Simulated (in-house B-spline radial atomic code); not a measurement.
## KLI/ALDAx excitations of the sulfur ion S⁶⁺

Method: KLI/ALDAx. Computed with an all-electron radial atomic-structure program (B-spline basis): linear response of the closed shell [He] 2s2 2p6 with the adiabatic LDA exchange kernel on the exchange-only KLI potential; scalar-relativistic (spin-free one-electron X2C), finite nucleus, no spin-orbit coupling, no double excitations, S, P, D and F terms only. Only terms of natural parity with L up to 3 were computed.

Command:
```bash
python run_td.py task.json out
```
Settings (radii: box in bohr, nucleus in fm):
```
Z                        16
electrons                10
configuration            [He] 2s2 2p6
hamiltonian              x2c
method                   kli
box_radius               14.35
rms_radius               3.2611
intervals                104
```

Run time, properties included: 0.3 s on 1 thread of Intel(R) Xeon(R) 6975P-C (Granite Rapids), on a shared host.

The lowest states, in the order of their Tamm-Dancoff energies; the method's threshold (minus the highest occupied level) is 282.90 eV. Labels give the largest channel, * marks a mixed state, and oscillator strengths are full-response dipole values. Semilocal kernels can invert the small singlet-triplet splittings of Rydberg terms. Energies in eV:

```json
{"state": "2p → 3s 3P", "full response": "170.37", "Tamm-Dancoff": "170.39", "oscillator strength": "-"}
{"state": "2p → 3s 1P", "full response": "171.87", "Tamm-Dancoff": "171.91", "oscillator strength": "0.216"}
{"state": "2p → 3p 3S", "full response": "182.41", "Tamm-Dancoff": "182.46", "oscillator strength": "-"}
{"state": "2p → 3p 3D", "full response": "184.07", "Tamm-Dancoff": "184.08", "oscillator strength": "-"}
{"state": "2p → 3p 1D", "full response": "185.25", "Tamm-Dancoff": "185.26", "oscillator strength": "-"}
{"state": "2p → 3p 1S", "full response": "?", "Tamm-Dancoff": "?", "oscillator strength": "-"}
{"state": "2p → 3d 3P", "full response": "200.95", "Tamm-Dancoff": "200.96", "oscillator strength": "-"}
{"state": "2p → 3d 3F", "full response": "201.52", "Tamm-Dancoff": "201.53", "oscillator strength": "-"}
{"state": "2p → 3d 1F", "full response": "202.45", "Tamm-Dancoff": "202.46", "oscillator strength": "-"}
{"state": "2p → 3d 1P", "full response": "205.84", "Tamm-Dancoff": "206.00", "oscillator strength": "1.62"}
{"state": "2s → 3s 3S", "full response": "225.41", "Tamm-Dancoff": "225.42", "oscillator strength": "-"}
{"state": "2p → 4s 3P", "full response": "226.99", "Tamm-Dancoff": "227.00", "oscillator strength": "-"}
{"state": "2p → 4s 1P", "full response": "227.45", "Tamm-Dancoff": "227.46", "oscillator strength": "0.0338"}
{"state": "2s → 3s 1S", "full response": "227.87", "Tamm-Dancoff": "227.94", "oscillator strength": "-"}
{"state": "2p → 4p 3S", "full response": "231.68", "Tamm-Dancoff": "231.69", "oscillator strength": "-"}
{"state": "2p → 4p 3D", "full response": "232.09", "Tamm-Dancoff": "232.09", "oscillator strength": "-"}
{"state": "2p → 4p 1D", "full response": "232.47", "Tamm-Dancoff": "232.47", "oscillator strength": "-"}
{"state": "2p → 4p 1S", "full response": "235.93", "Tamm-Dancoff": "236.28", "oscillator strength": "-"}
{"state": "2p → 4d 3P", "full response": "?", "Tamm-Dancoff": "?", "oscillator strength": "-"}
{"state": "2p → 4d 3F", "full response": "238.43", "Tamm-Dancoff": "238.43", "oscillator strength": "-"}
{"state": "2p → 4d 1F", "full response": "238.80", "Tamm-Dancoff": "238.80", "oscillator strength": "-"}
{"state": "2s → 3p 3P", "full response": "239.45", "Tamm-Dancoff": "239.46", "oscillator strength": "-"}
```

**Question.** Where does 2p → 4d 3P lie?

**Answer.** At 238.23 eV in full response, 238.23 eV in Tamm-Dancoff.

**Question.** Where does 2p → 3p 1S lie?

**Answer.** At 192.68 eV in full response, 193.28 eV in Tamm-Dancoff.

**Question.** How large is the singlet-triplet splitting of 2p → 3s (P terms) in Tamm-Dancoff?

**Answer.** 1.52 eV, from the unrounded values.

**Question.** What polarisabilities and dispersion coefficient does the method give?

**Answer.** Dipole 0.07237 bohr³, quadrupole 0.02986 bohr⁵, C6 0.03647 hartree·bohr⁶ for two such species.
